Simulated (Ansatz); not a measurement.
Consider the formal exchange of groups at the Si–C bond: `C[Si](F)(F)[SiH3]` + `NCCO` → `N[Si](F)(F)[SiH3]` + `CCCO`.

Gas-phase electronic energies from Ansatz, PBE0-D4/def2-TZVP geometries. CCSD(T)/CBS is the MP2 limit (def2-TZVPP, def2-QZVPP) plus CCSD(T) − MP2 in def2-TZVPP, frozen cores. This one scheme is used for every species. DFT in def2-TZVPP. One conformer a species, not always the lowest.

```json
{"level": "LDA (SPW92)", "ΔE (kcal/mol)": "-20.4"}
{"level": "BHLYP-D4", "ΔE (kcal/mol)": "-22.4"}
```

**Question.** What does CCSD(T)/CBS give? (Estimate.)

**Answer.** Computed: -22.1 kcal/mol. The listed levels differ from it by 1.7, -0.3 kcal/mol.

Largest T1 diagnostic among the species: 0.012.

At CCSD(T), def2-SVP lies +2.1 kcal/mol from the extrapolated value and def2-TZVPP +0.3 kcal/mol. Leaving LDA and LC-ωPBE aside and taking each functional with its dispersion term where it has one, the values, not all of them listed here, spread over 2.7 kcal/mol, from BHLYP-D4 to revPBE-D4.
